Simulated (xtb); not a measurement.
C6H15N2 (SMILES [CH2]N(C)CCN(C)C), doublet, geometry from GFN2-xTB; xtb with GFN2-xTB with GBSA(methanol).

xtb was given this input:
```
$ xtb mol.xyz --gfn 2 --uhf 1 --gbsa methanol --json

# file mol.xyz
23

C      2.18264245     0.75916371    -1.20784471
N      1.56809513     0.03929249    -0.19221781
C      2.32302147    -1.03959731     0.38967337
C      0.70731898     0.75219462     0.72192760
C     -0.61675438     0.02963956     1.01966905
N     -1.61472241     0.27158210    -0.00749814
C     -1.33961984    -0.46747268    -1.22251291
C     -2.95296635    -0.00508795     0.47090707
H      1.62383551     1.58043999    -1.61546351
H      2.80842540     0.19372847    -1.87337691
H      2.83466652    -1.58890398    -0.39825032
H      1.65175296    -1.72185048     0.91165474
H      3.07422847    -0.67971840     1.10768568
H      0.46420581     1.72382207     0.29041242
H      1.23051433     0.91808490     1.67612876
H     -1.00707368     0.43375463     1.95706706
H     -0.43717525    -1.04961933     1.16809170
H     -0.34601268    -0.21629737    -1.58110231
H     -2.06896908    -0.18539756    -1.98071322
H     -1.39479190    -1.55816045    -1.07165148
H     -3.66556652     0.23971518    -0.31536933
H     -3.09790525    -1.06004867     0.75558249
H     -3.16559739     0.62128917     1.33639888
```

Question: Write the output that xtb gives for this input, abridged.

Answer: 
```
   ID    Z sym.   atoms
    1    6 C      1, 3-5, 7, 8
    2    7 N      2, 6
    3    1 H      9-23

           -------------------------------------------------
          |                Calculation Setup                |
           -------------------------------------------------

           -------------------------------------------------
          |                 G F N 2 - x T B                 |
           -------------------------------------------------

      * Solvation model:               GBSA
        Solvent                        methanol
        Parameter file                 internal GFN2-xTB/GBSA
        Dielectric constant                3.2700E+01
        Reference state                gsolv [1 M gas/solution]
        Free energy shift                  3.3569E-03 Eh       2.1065E+00 kcal/mol
        Temperature                        2.9815E+02 K
        Density                            7.9200E-01 kg/L
        Solvent mass                       3.2040E+01 g/mol
        Interaction kernel             Still
        Born radius scaling (c1)           1.6087E+00
        Born radii integrator          GBOBC
        Born offset                        5.6550E-04 a0       1.0686E-03 AA
        H-bond correction              true
        Ion screening                  false
        Surface tension                    1.0000E-05 Eh       1.5569E+01 dyn/cm
        Grid points                               230 per atom

          ...................................................
          :                      SETUP                      :
          :.................................................:
          :  # basis functions                  47          :
          :  # atomic orbitals                  47          :
          :  # shells                           31          :
          :  # electrons                        49          :
          :  max. iterations                   250          :
          :  Hamiltonian                  GFN2-xTB          :
          :  restarted?                      false          :
          :  GBSA solvation                   true          :
          :  PC potential                    false          :
          :  electronic temp.          300.0000000     K    :
          :  accuracy                    1.0000000          :
          :  -> integral cutoff          0.2500000E+02      :
          :  -> integral neglect         0.1000000E-07      :
          :  -> SCF convergence          0.1000000E-05 Eh   :
          :  -> wf. convergence          0.1000000E-03 e    :
          :  Broyden damping             0.4000000          :
          :  net charge                          0          :
          :  unpaired electrons                  1          :
          ...................................................

 iter      E             dE          RMSdq      gap      omega  full diag
   1    -26.5565041 -0.265565E+02  0.270E+00    7.91       0.0  T
   2    -26.6045521 -0.480480E-01  0.177E+00    7.23       1.0  T
   3    -26.6085364 -0.398424E-02  0.913E-01    7.67       1.0  T
   4    -26.6092330 -0.696668E-03  0.195E-01    7.55       1.0  T
   5    -26.6093669 -0.133859E-03  0.508E-02    7.57       1.0  T
   6    -26.6093676 -0.755508E-06  0.192E-02    7.57       1.1  T
   7    -26.6093682 -0.518900E-06  0.310E-03    7.57       6.7  T
   8    -26.6093682 -0.344071E-07  0.915E-04    7.57      22.8  T
   9    -26.6093682 -0.106390E-08  0.380E-04    7.57      54.8  T

   *** convergence criteria satisfied after 9 iterations ***

         :::::::::::::::::::::::::::::::::::::::::::::::::::::
         ::                     SUMMARY                     ::
         :::::::::::::::::::::::::::::::::::::::::::::::::::::
         :: total energy             -26.269518373933 Eh    ::
         :: total w/o Gsasa/hb       -26.261625797340 Eh    ::
         :: gradient norm              0.003295631222 Eh/a0 ::
         :: HOMO-LUMO gap              7.572153865251 eV    ::
[...]
     5   6 C        3.761     0.005    20.544     6.461
     6   7 N        2.724    -0.184    24.983     7.424
     7   6 C        3.715    -0.036    21.340     6.600
     8   6 C        3.717    -0.035    21.324     6.597
     9   1 H        0.926     0.003     2.998     2.708
    10   1 H        0.926     0.004     2.990     2.704
    11   1 H        0.925     0.057     2.232     2.336
    12   1 H        0.925     0.050     2.322     2.383
    13   1 H        0.923     0.038     2.470     2.458
    14   1 H        0.924     0.066     2.135     2.285
    15   1 H        0.923     0.038     2.482     2.464
    16   1 H        0.924     0.042     2.425     2.435
    17   1 H        0.923     0.015     2.803     2.618
    18   1 H        0.925     0.053     2.279     2.361
    19   1 H        0.925     0.038     2.476     2.461
    20   1 H        0.923     0.008     2.931     2.677
    21   1 H        0.925     0.044     2.391     2.418
    22   1 H        0.923     0.011     2.878     2.653
    23   1 H        0.925     0.041     2.442     2.444

 Mol. C6AA /au·bohr⁶  :       3861.808132
 Mol. C8AA /au·bohr⁸  :      79629.925810
 Mol. α(0) /au        :         93.856853

Wiberg/Mayer (AO) data.
largest (>0.10) Wiberg bond orders for each atom

 ---------------------------------------------------------------------------
     #   Z sym  total        # sym  WBO       # sym  WBO       # sym  WBO
 ---------------------------------------------------------------------------
     1   6 C    3.377 --     2 N    1.335    10 H    0.981     9 H    0.980
     2   7 N    3.408 --     1 C    1.335     3 C    1.014     4 C    1.004
     3   6 C    3.979 --     2 N    1.014    11 H    0.980    12 H    0.977
                            13 H    0.969
     4   6 C    3.980 --     2 N    1.004     5 C    0.989    14 H    0.969
                            15 H    0.962
     5   6 C    3.988 --     6 N    1.006     4 C    0.989    16 H    0.972
                            17 H    0.960
     6   7 N    3.120 --     8 C    1.016     7 C    1.015     5 C    1.006
     7   6 C    3.985 --     6 N    1.015    19 H    0.983    18 H    0.977
                            20 H    0.973
     8   6 C    3.986 --     6 N    1.016    23 H    0.982    21 H    0.982
                            22 H    0.974
     9   1 H    1.000 --     1 C    0.980
    10   1 H    1.000 --     1 C    0.981
    11   1 H    0.997 --     3 C    0.980
    12   1 H    0.998 --     3 C    0.977
    13   1 H    0.998 --     3 C    0.969
    14   1 H    0.996 --     4 C    0.969
    15   1 H    0.998 --     4 C    0.962
    16   1 H    0.998 --     5 C    0.972
    17   1 H    1.000 --     5 C    0.960
    18   1 H    0.997 --     7 C    0.977
    19   1 H    0.999 --     7 C    0.983
    20   1 H    1.000 --     7 C    0.973
    21   1 H    0.998 --     8 C    0.982
    22   1 H    1.000 --     8 C    0.974
    23   1 H    0.998 --     8 C    0.982
 ---------------------------------------------------------------------------

Topologies differ in total number of bonds
Writing topology from bond orders to xtbtopo.mol

molecular dipole:
                 x           y           z       tot (Debye)
 q only:       -0.168      -0.273       0.552
   full:       -0.202      -0.602       0.639       2.289
molecular quadrupole (traceless):
                xx          xy          yy          xz          yz          zz
 q only:        0.040      -2.598      -0.173       2.439       1.090       0.133
  q+dip:       -0.984      -1.965       0.059       2.559       1.051       0.925
   full:       -0.515      -1.970      -0.537       2.352       1.151       1.052

           -------------------------------------------------
          | TOTAL ENERGY              -26.269518373933 Eh   |
          | GRADIENT NORM               0.003295631222 Eh/α |
          | HOMO-LUMO GAP               7.572153865251 eV   |
           -------------------------------------------------

normal termination of xtb
```
